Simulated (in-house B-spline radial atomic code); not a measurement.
## Ionising the potassium ion K⁴⁺ with different functionals

Computed with a radial B-spline atomic code at the basis-set limit: scalar-relativistic (spin-free X2C) Hamiltonian, Fermi nucleus of rms radius 3.4349 fm, spin-polarised at highest spin, spherical fractional occupations for the functionals, the average over the highest-spin determinants for Hartree-Fock. The ionisation energy is the difference of two self-consistent energies, [Ne] 3s2 3p3 → [Ne] 3s2 3p2, without Breit or QED terms; ε is the level of the shell that loses the electron (its least bound occupied spin orbital).

Hybrids are left out here: with spherical fractional occupations of an open shell their exact exchange keeps a self-interaction that integer-occupation calculations don't have.

```json
{"method": "Hartree-Fock", "rung": "Hartree-Fock", "ΔSCF (eV)": "81.42", "-ε(3p) (eV)": "81.97"}
{"method": "LDA VWN5", "rung": "LDA", "ΔSCF (eV)": "81.88", "-ε(3p) (eV)": "73.26"}
{"method": "LDA PW92", "rung": "LDA", "ΔSCF (eV)": "81.87", "-ε(3p) (eV)": "73.25"}
{"method": "LDA exchange-only", "rung": "LDA", "ΔSCF (eV)": "80.58", "-ε(3p) (eV)": "72.01"}
{"method": "PBE", "rung": "GGA", "ΔSCF (eV)": "81.97", "-ε(3p) (eV)": "73.37"}
{"method": "PBEsol", "rung": "GGA", "ΔSCF (eV)": "81.87", "-ε(3p) (eV)": "73.26"}
{"method": "BLYP", "rung": "GGA", "ΔSCF (eV)": "81.72", "-ε(3p) (eV)": "73.07"}
{"method": "RPBE", "rung": "GGA", "ΔSCF (eV)": "?", "-ε(3p) (eV)": "?"}
{"method": "PW91", "rung": "GGA", "ΔSCF (eV)": "82.06", "-ε(3p) (eV)": "73.45"}
{"method": "BP86", "rung": "GGA", "ΔSCF (eV)": "81.98", "-ε(3p) (eV)": "73.37"}
{"method": "AM05", "rung": "GGA", "ΔSCF (eV)": "81.82", "-ε(3p) (eV)": "73.20"}
{"method": "OLYP", "rung": "GGA", "ΔSCF (eV)": "82.20", "-ε(3p) (eV)": "73.56"}
{"method": "TPSS", "rung": "meta-GGA", "ΔSCF (eV)": "82.23", "-ε(3p) (eV)": "73.67"}
{"method": "SCAN", "rung": "meta-GGA", "ΔSCF (eV)": "82.73", "-ε(3p) (eV)": "74.29"}
{"method": "r2SCAN", "rung": "meta-GGA", "ΔSCF (eV)": "82.69", "-ε(3p) (eV)": "74.26"}
{"method": "revTPSS", "rung": "meta-GGA", "ΔSCF (eV)": "?", "-ε(3p) (eV)": "?"}
```

Task: What does RPBE give?

Result: ΔSCF 81.98 eV, and -ε(3p) = 73.38 eV.

Task: What does revTPSS give?

Result: ΔSCF 82.16 eV, and -ε(3p) = 73.61 eV.

Task: How do they compare with the NIST value?

Result: NIST lists 82.7 eV ± 0.16 (semi-empirical, ground level to ground level). Errors run from -2.08 to +0.07 eV; r2SCAN is closest (+0.03 eV), though others lie within the uncertainty of it, and part of that can be cancellation, since the calculations leave out spin-orbit coupling, Breit-QED terms, multiplet and fine-structure energies. Hartree-Fock also lacks correlation.
